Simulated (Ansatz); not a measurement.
Geometry optimisation, RKS PBE0/def2-SVP in Ansatz 0.2.0.

Input:

```yaml
crystal:
  periodic: [false, false, false]
  atoms:
    - { symbol: Al, position_ang: [0.0, 0.0, 0.0] }
    - { symbol: O, position_ang: [0.0, 0.0, 2.13] }
    - { symbol: H, position_ang: [-0.9095, -0.2814, 2.4671] }
    - { symbol: F, position_ang: [1.4635, 0.0, -0.845] }
    - { symbol: H, position_ang: [-1.351, 0.0, -0.78] }
    - { symbol: Cl, position_ang: [0.1134, 2.3983, 0.7978] }
    - { symbol: H, position_ang: [0.0597, 1.263, 1.9417] }
basis:
  gaussian: { orbitals: def2-SVP }
hamiltonian:
  xc: pbe0
relax:
  f_tol: 0.15
  max_steps: 25
  restrain:
    - { distance: [0, 5], at: 2.23, k: 30.0 }
    - { distance: [6, 1], at: 1.01, k: 30.0 }
    - { distance: [0, 1], at: 2.98, k: 30.0 }
    - { distance: [6, 5], at: 2.57, k: 30.0 }
output:
  orbitals: {}
```

Launched with:

```bash
$ ansatz run input.yaml --threads 1 --pin off --max-ram 2048MiB --backend cpu --events-out ev --progress --plain --runs-dir out
```

Q: Where does it end, and by what steps?

A: It converged. The restraints hold the end off the free minimum. After 7 steps the energy has fallen by 0.858 eV (the restraints' own energy left out); Al1 moved furthest, 0.70 Å. Parted: Al1–O2 (2.13 → 2.96 Å). Joined: O2–H7 (1.28 → 0.98 Å).

```json
{"step": "0", "energy less start (eV)": "0.0000", "largest force component (eV/Å)": "2.485", "accepted": "yes"}
{"step": "1", "energy less start (eV)": "-0.1103", "largest force component (eV/Å)": "3.116", "accepted": "yes"}
{"step": "2", "energy less start (eV)": "-0.4503", "largest force component (eV/Å)": "3.244", "accepted": "yes"}
{"step": "3", "energy less start (eV)": "-0.7066", "largest force component (eV/Å)": "2.012", "accepted": "yes"}
{"step": "4", "energy less start (eV)": "-0.7917", "largest force component (eV/Å)": "1.432", "accepted": "yes"}
{"step": "5", "energy less start (eV)": "-0.8401", "largest force component (eV/Å)": "0.985", "accepted": "yes"}
{"step": "6", "energy less start (eV)": "-0.8498", "largest force component (eV/Å)": "0.978", "accepted": "yes"}
{"step": "7", "energy less start (eV)": "-0.8583", "largest force component (eV/Å)": "1.100", "accepted": "yes"}
```

```xyz
7
Properties=species:S:1:pos:R:3
Al 0.024 0.508 -0.488
O -0.065 -0.083 2.407
H -0.938 -0.172 2.808
F 1.498 -0.118 -0.895
H -1.314 -0.146 -0.956
Cl 0.067 2.505 0.421
H 0.105 0.886 2.416
```

Time of the run: 23 s on 1 thread of Arm Neoverse V2, on a shared host, peak memory 0.15 GiB.
